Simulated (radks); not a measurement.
Values are calculated unless marked as measured or tabulated.
Task: All-electron atom: Tm15+ in [Xe] (not the ground configuration). Level of theory: Dirac Kohn-Sham, PBE, spin-unpolarised, spherical densities, finite nucleus; Fermi nuclear charge, rms radius 5.2256 fm (a radial shooting solver on a logarithmic mesh with Libxc functionals).

Spin-orbit splittings of the eigenvalues, e(l+1/2) - e(l-1/2), with zeta = 2 splitting/(2l+1) and mean radii in bohr:

| shell | occ. | splitting (eV) | zeta (eV) | <r> j=l-1/2 | <r> j=l+1/2 |
|---|---|---|---|---|---|
| 2p | 6 | 978.4 | 652.3 | 0.07013 | 0.07753 |
| 3p | 6 | 206.9 | 137.9 | 0.2102 | 0.2239 |
| 3d | 10 | ? | ? | 0.1973 | 0.2015 |
| 4p | 6 | 53.02 | 35.35 | 0.4820 | 0.5077 |
| 4d | 10 | 10.51 | 4.205 | 0.5139 | 0.5218 |
| 4f | 0 | 2.322 | 0.6636 | 0.5199 | 0.5233 |
| 5p | 6 | 14.88 | 9.923 | 0.9846 | 1.027 |
| 5d | 0 | 2.819 | 1.128 | 1.108 | 1.120 |

Estimate the 3d splitting.

Result: 45.00 eV (zeta = 18.00 eV).
